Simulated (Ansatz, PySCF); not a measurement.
B(CCH)2(OH) (C₄H₃BO), SMILES OB(C#C)C#C. Atoms are numbered in the order given.

```xyz
9

B     -0.4246    -0.0082     0.0000
C      0.3830     1.3018     0.0000
C      1.0099     2.3453     0.0000
H      1.5719     3.2625     0.0000
C      0.2968    -1.3605     0.0000
C      0.9025    -2.4157     0.0000
H      1.4315    -3.3521     0.0000
O     -1.7773     0.0080     0.0000
H     -2.1304     0.9047     0.0000
```
Charge 0, spin multiplicity 1.

Geometry optimised at PBE0-D3(BJ)/def2-SVP. Other conformers were not sampled.

Two levels are set side by side: PBE-D3(BJ)/def2-SVP (Ansatz, a first-principles code) and PBE0-D3(BJ)/def2-SVP (Ansatz). Each level has its own optimised geometry; the coordinates shown are those of the second. Frequencies come from the Hessian of PySCF at each geometry. Differences are taken from unrounded values.

| quantity | PBE0-D3(BJ) |
|---|---|
| mean bond length (Å) | 1.247 |
| bond B1–C2 (Å) | 1.539 |
| bond B1–C5 (Å) | 1.533 |
| bond B1–O8 (Å) | 1.353 |
| bond C2–C3 (Å) | 1.217 |
| bond C5–C6 (Å) | 1.217 |
| bond C3–H4 (Å) | 1.076 |
| bond C6–H7 (Å) | 1.075 |
| bond O8–H9 (Å) | 0.964 |
| highest harmonic wavenumber (cm⁻¹) | 3895 |
| mean harmonic wavenumber (cm⁻¹) | 1216 |
| zero-point energy (kcal/mol) | 36.52 |

### Question
What does PBE-D3(BJ) give, and how far is it from PBE0-D3(BJ)? (Estimate from the structure and the level; the computed values follow.)

### Answer

```
quantity                            PBE-D3(BJ)  PBE-D3(BJ) minus PBE0-D3(BJ)
----------------------------------  ----------  ----------------------------
mean bond length (Å)                     1.255                         0.008
bond B1–C2 (Å)                           1.539                         0.000
bond B1–C5 (Å)                           1.534                         0.001
bond B1–O8 (Å)                           1.368                         0.015
bond C2–C3 (Å)                           1.230                         0.012
bond C5–C6 (Å)                           1.229                         0.012
bond C3–H4 (Å)                           1.082                         0.007
bond C6–H7 (Å)                           1.082                         0.007
bond O8–H9 (Å)                           0.976                         0.012
highest harmonic wavenumber (cm⁻¹)        3719                          -176
mean harmonic wavenumber (cm⁻¹)           1172                           -44
zero-point energy (kcal/mol)             35.19                         -1.32
```

Exact exchange shortens and stiffens bonds; PBE has none. Differences between two approximate levels are no errors against the true value.
